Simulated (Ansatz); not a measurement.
Method: frozen-core CCSD(T)/cc-pVTZ // B3LYP-D3(BJ)/def2-TZVP run with Ansatz (a program for electronic structure). The restricted HF reference is unstable towards unrestricted orbitals.

Ansatz 0.2 input:
```yaml
crystal:
  periodic: [false, false, false]
  atoms:
    - { symbol: C, position_ang: [2.417683, 0.735384, -0.32275] }
    - { symbol: C, position_ang: [1.529483, 0.114353, 0.19926] }
    - { symbol: C, position_ang: [0.508287, -0.634946, 0.839226] }
    - { symbol: C, position_ang: [-0.789115, -0.587679, 0.520202] }
    - { symbol: C, position_ang: [-1.373581, 0.270981, -0.544877] }
    - { symbol: F, position_ang: [-2.295289, -0.471889, -1.292627] }
    - { symbol: H, position_ang: [3.19986, 1.284585, -0.786459] }
    - { symbol: H, position_ang: [0.828451, -1.277228, 1.652643] }
    - { symbol: H, position_ang: [-1.49294, -1.198066, 1.073941] }
    - { symbol: H, position_ang: [-1.922075, 1.114219, -0.11323] }
    - { symbol: H, position_ang: [-0.610763, 0.650288, -1.225328] }
basis:
  gaussian: { orbitals: cc-pVTZ }
correlation:
  method: ccsd_t
```

Output:

```
Functional definition: HF
1449 factors; integrals over basis functions are off by at most 8.5e-4 eV
mean field evaluation 1: about -7934.0405 eV, gradient 3.4e1 eV
mean field evaluation 2: about -7934.4445 eV, gradient 3.4e1 eV
mean field evaluation 4: about -7937.5451 eV, gradient 4.7e0 eV
mean field evaluation 8: about -7937.5964 eV, gradient 2.2e-1 eV
mean field evaluation 16: about -7934.0397 eV, gradient 3.4e1 eV
mean field -7937.59662486 eV, -291.7012956675 hartree, gradient 2.6e-6 eV, S^2 0.000000; 0 other end points of the search recorded, 0 dependent functions left out; unrestricted orbitals would lower it
6 core orbitals not correlated
reference -7937.59662486 eV, -291.7012956675 hartree; 16, 16 occupied and 228, 228 virtual orbitals, 1449 factors
second order -28.18189047 eV of doubles, -0.00000000 eV of singles
cycle   1  -28.06963587 eV  change    1.1e-1 eV  update   1.2e-1
cycle   2  -28.78801908 eV  change   -7.2e-1 eV  update   3.7e-2
cycle   3  -28.95424440 eV  change   -1.7e-1 eV  update   1.8e-2
cycle   4  -28.94814487 eV  change    6.1e-3 eV  update   5.3e-3
cycle   5  -28.94918437 eV  change   -1.0e-3 eV  update   2.3e-3
cycle   6  -28.95126405 eV  change   -2.1e-3 eV  update   6.8e-4
cycle   7  -28.95124507 eV  change    1.9e-5 eV  update   2.9e-4
cycle   8  -28.95111180 eV  change    1.3e-4 eV  update   1.2e-4
cycle   9  -28.95113200 eV  change   -2.0e-5 eV  update   4.7e-5
cycle  10  -28.95113807 eV  change   -6.1e-6 eV  update   2.0e-5
perturbative correction -1.31617286 eV, -0.0483684603 hartree
Total energy: -7967.86393579 eV, -292.8135988282 hartree
```

Cost: very roughly 9 core-minutes.
